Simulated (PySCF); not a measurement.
CH7InN2O, SMILES C[O][In]([NH2])[NH2].

Coordinates come from a B3LYP-D3(BJ)/def2-SVP optimisation. The structure was generated by enumeration; whether it is a known compound was not checked. The def2 effective core potentials stand for the cores of In; spin–orbit coupling is left out. One conformer was computed; it need not be the lowest.

Method: B3LYP-D3(BJ)/def2-SVP in PySCF 2.14.0.

Frequencies are harmonic and unscaled.

Computed harmonic wavenumbers and intensities:
```json
[
 {"mode": "1", "ν (cm⁻¹)": "40", "IR (km/mol)": "0.9", "Raman (Å⁴/amu)": "0.1", "depolarisation": "0.73", "moving atoms (share of kinetic energy)": "H 85 %"},
 {"mode": "2", "ν (cm⁻¹)": "77", "IR (km/mol)": "1.3", "Raman (Å⁴/amu)": "2.0", "depolarisation": "0.68", "moving atoms (share of kinetic energy)": "H 33 %, N 29 %, C 22 %, O 9 %"},
 {"mode": "3", "ν (cm⁻¹)": "82", "IR (km/mol)": "5.9", "Raman (Å⁴/amu)": "1.0", "depolarisation": "0.74", "moving atoms (share of kinetic energy)": "N 28 %, H 27 %, C 21 %, O 15 %"},
 {"mode": "4", "ν (cm⁻¹)": "107", "IR (km/mol)": "4.9", "Raman (Å⁴/amu)": "3.4", "depolarisation": "0.75", "moving atoms (share of kinetic energy)": "N 63 %, H 23 %, In 12 %"},
 {"mode": "5", "ν (cm⁻¹)": "143", "IR (km/mol)": "11.5", "Raman (Å⁴/amu)": "1.5", "depolarisation": "0.07", "moving atoms (share of kinetic energy)": "N 32 %, O 26 %, In 24 %, H 18 %"},
 {"mode": "6", "ν (cm⁻¹)": "179", "IR (km/mol)": "3.4", "Raman (Å⁴/amu)": "0.7", "depolarisation": "0.46", "moving atoms (share of kinetic energy)": "H 92 %"},
 {"mode": "7", "ν (cm⁻¹)": "222", "IR (km/mol)": "11.1", "Raman (Å⁴/amu)": "2.5", "depolarisation": "0.28", "moving atoms (share of kinetic energy)": "O 34 %, C 31 %, H 22 %, In 9 %"},
 {"mode": "8", "ν (cm⁻¹)": "241", "IR (km/mol)": "45.2", "Raman (Å⁴/amu)": "0.4", "depolarisation": "0.38", "moving atoms (share of kinetic energy)": "H 88 %"},
 {"mode": "9", "ν (cm⁻¹)": "444", "IR (km/mol)": "110.0", "Raman (Å⁴/amu)": "4.4", "depolarisation": "0.06", "moving atoms (share of kinetic energy)": "H 61 %, N 36 %"},
 {"mode": "10", "ν (cm⁻¹)": "460", "IR (km/mol)": "140.2", "Raman (Å⁴/amu)": "40.6", "depolarisation": "0.05", "moving atoms (share of kinetic energy)": "N 51 %, H 45 %"},
 {"mode": "11", "ν (cm⁻¹)": "520", "IR (km/mol)": "70.9", "Raman (Å⁴/amu)": "11.9", "depolarisation": "0.29", "moving atoms (share of kinetic energy)": "O 66 %, In 13 %, H 10 %, C 10 %"},
 {"mode": "12", "ν (cm⁻¹)": "593", "IR (km/mol)": "55.5", "Raman (Å⁴/amu)": "14.3", "depolarisation": "0.28", "moving atoms (share of kinetic energy)": "N 49 %, H 46 %"},
 {"mode": "13", "ν (cm⁻¹)": "616", "IR (km/mol)": "21.1", "Raman (Å⁴/amu)": "8.9", "depolarisation": "0.70", "moving atoms (share of kinetic energy)": "N 54 %, H 30 %, In 16 %"},
 {"mode": "14", "ν (cm⁻¹)": "770", "IR (km/mol)": "14.6", "Raman (Å⁴/amu)": "0.1", "depolarisation": "0.50", "moving atoms (share of kinetic energy)": "H 91 %, N 8 %"},
 {"mode": "15", "ν (cm⁻¹)": "819", "IR (km/mol)": "65.9", "Raman (Å⁴/amu)": "0.6", "depolarisation": "0.75", "moving atoms (share of kinetic energy)": "H 89 %, N 10 %"},
 {"mode": "16", "ν (cm⁻¹)": "1126", "IR (km/mol)": "224.7", "Raman (Å⁴/amu)": "4.6", "depolarisation": "0.41", "moving atoms (share of kinetic energy)": "O 48 %, C 43 %, H 8 %"},
 {"mode": "17", "ν (cm⁻¹)": "1171", "IR (km/mol)": "0.9", "Raman (Å⁴/amu)": "2.5", "depolarisation": "0.74", "moving atoms (share of kinetic energy)": "H 76 %, C 19 %"},
 {"mode": "18", "ν (cm⁻¹)": "1190", "IR (km/mol)": "8.7", "Raman (Å⁴/amu)": "3.2", "depolarisation": "0.11", "moving atoms (share of kinetic energy)": "H 71 %, C 20 %, O 9 %"},
 {"mode": "19", "ν (cm⁻¹)": "1467", "IR (km/mol)": "0.7", "Raman (Å⁴/amu)": "22.9", "depolarisation": "0.71", "moving atoms (share of kinetic energy)": "H 96 %"},
 {"mode": "20", "ν (cm⁻¹)": "1472", "IR (km/mol)": "1.8", "Raman (Å⁴/amu)": "22.3", "depolarisation": "0.73", "moving atoms (share of kinetic energy)": "H 96 %"},
 {"mode": "21", "ν (cm⁻¹)": "1480", "IR (km/mol)": "55.1", "Raman (Å⁴/amu)": "16.7", "depolarisation": "0.65", "moving atoms (share of kinetic energy)": "H 89 %, C 11 %"},
 {"mode": "22", "ν (cm⁻¹)": "1522", "IR (km/mol)": "3.9", "Raman (Å⁴/amu)": "4.8", "depolarisation": "0.75", "moving atoms (share of kinetic energy)": "H 91 %, N 9 %"},
 {"mode": "23", "ν (cm⁻¹)": "1534", "IR (km/mol)": "15.8", "Raman (Å⁴/amu)": "3.3", "depolarisation": "0.45", "moving atoms (share of kinetic energy)": "H 92 %, N 8 %"},
 {"mode": "24", "ν (cm⁻¹)": "2926", "IR (km/mol)": "135.4", "Raman (Å⁴/amu)": "144.9", "depolarisation": "0.03", "moving atoms (share of kinetic energy)": "H 97 %"},
 {"mode": "25", "ν (cm⁻¹)": "2977", "IR (km/mol)": "88.5", "Raman (Å⁴/amu)": "103.9", "depolarisation": "0.59", "moving atoms (share of kinetic energy)": "H 91 %, C 9 %"},
 {"mode": "26", "ν (cm⁻¹)": "3025", "IR (km/mol)": "64.8", "Raman (Å⁴/amu)": "203.7", "depolarisation": "0.51", "moving atoms (share of kinetic energy)": "H 91 %, C 9 %"},
 {"mode": "27", "ν (cm⁻¹)": "3508", "IR (km/mol)": "8.5", "Raman (Å⁴/amu)": "140.1", "depolarisation": "0.11", "moving atoms (share of kinetic energy)": "H 96 %"},
 {"mode": "28", "ν (cm⁻¹)": "3511", "IR (km/mol)": "9.5", "Raman (Å⁴/amu)": "222.5", "depolarisation": "0.09", "moving atoms (share of kinetic energy)": "H 96 %"},
 {"mode": "29", "ν (cm⁻¹)": "3605", "IR (km/mol)": "8.3", "Raman (Å⁴/amu)": "106.4", "depolarisation": "0.74", "moving atoms (share of kinetic energy)": "H 92 %, N 8 %"},
 {"mode": "30", "ν (cm⁻¹)": "3609", "IR (km/mol)": "10.6", "Raman (Å⁴/amu)": "113.1", "depolarisation": "0.75", "moving atoms (share of kinetic energy)": "H 91 %, N 9 %"}
]
```
